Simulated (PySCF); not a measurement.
H$_{3}$O$_{4}$P, charge +1, doublet, geometry from GFN2-xTB (a state made from the parent by changing its charge; the spin is typed, not shown lowest), atoms displaced at random by about 0.08 Å a coordinate; B3LYP/STO-3G, gradient in PySCF.

Input for PySCF:
```python
from pyscf import gto, scf, dft

mol = gto.M(
    atom='''
O     0.71284224    0.00836629    1.51157768
P    -0.08227974   -0.04181235   -0.10958403
O     1.17232722   -0.01539796   -0.86623140
O    -0.75076363   -1.20085449   -0.30459063
O    -0.85796417    1.29864043   -0.24694323
H     1.03703068    0.69632718    1.81017169
H    -0.62444932   -1.97816009    0.02442792
H    -1.39492314    1.54569893   -1.12246099
''',
    basis='sto-3g',
    charge=1,
    spin=1,
    verbose=3,
)

mf = dft.UKS(mol)
mf.xc = 'b3lyp'
mf.conv_tol = 1e-4
mf.kernel()
g = mf.nuc_grad_method()
grad = g.kernel()
```

Output, abridged:

```
converged SCF energy = -635.397439049043  <S^2> = 0.76655001  2S+1 = 2.0164821
--------------- UKS gradients ---------------
         x                y                z
0 O     0.1784721739     0.3552303629     0.1627306022
1 P    -0.0927720056    -0.2730915808    -0.1662628128
2 O    -0.1962480177    -0.0096638268     0.1055495077
3 O     0.2239975719     0.1108678292     0.1098278777
4 O     0.0726632259    -0.0858206158     0.0192000686
5 H    -0.1463677861    -0.3384805730    -0.1202610965
6 H    -0.0190553602     0.2211846182    -0.0815829336
7 H    -0.0206852142     0.0198064535    -0.0291887893
----------------------------------------------
```
